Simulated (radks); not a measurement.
Problem. Br+, configuration [Ar] 3d10 4s2 4p4. Method: scalar-relativistic Kohn-Sham, OLYP, spin-polarised, spherical densities, finite nucleus; open shells are filled with parallel spins first; Fermi nuclear charge, rms radius 4.1629 fm; computed with a radial shooting solver on a logarithmic mesh with Libxc functionals. Some entries of the table are withheld. Estimate them.

orbital  occ.  eigenvalue (eV)  <r> (bohr)
1s up       1        -13327.62     0.04275
1s down     1        -13327.48     0.04275
2s up       1        -1746.095      0.1895
2s down     1        -1746.012      0.1895
2p up       3        -1541.786      0.1654
2p down     3        -1541.638      0.1654
3s up       1        -249.9361      0.5510
3s down     1        -249.8186      0.5509
3p up       3        -185.3496      0.5634
3p down     3        -185.2062      0.5631
3d up       5         -78.5855      0.5887
3d down     5         -78.3597      0.5866
4s up       1         -31.1948       1.630
4s down     1         -29.0429       1.636
4p up       3              (1)       1.939
4p down     1              (2)       1.993

Solution. 
(1) 4p up eigenvalue (eV): -18.2197
(2) 4p down eigenvalue (eV): -16.1976
